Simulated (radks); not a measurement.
Species: Se III. Configuration: [Ar] 3d10 4s2 4p(up 1.75, down 0.25) (fractional occupations, a model configuration). All-electron calculation, scalar-relativistic Kohn-Sham, PBE, spin-polarised, spherical densities, finite nucleus; Fermi nuclear charge, rms radius 4.14 fm. Program: a radial shooting solver on a logarithmic mesh with Libxc functionals.

X-ray form factor f0, the Fourier transform of the density (f0(0) = 32):

sin(theta)/lambda (1/angstrom)  f0 (electrons)
0.05                                    31.570
0.1                                     30.392
0.15                                    28.742
0.2                                     26.907
0.25                                    25.091
0.3                                     23.384
0.4                                     20.332
0.5                                     17.639
0.6                                     15.228
0.8                                     11.362
1                                        8.826
1.25                                     7.043
1.5                                      6.062
2                                        4.769
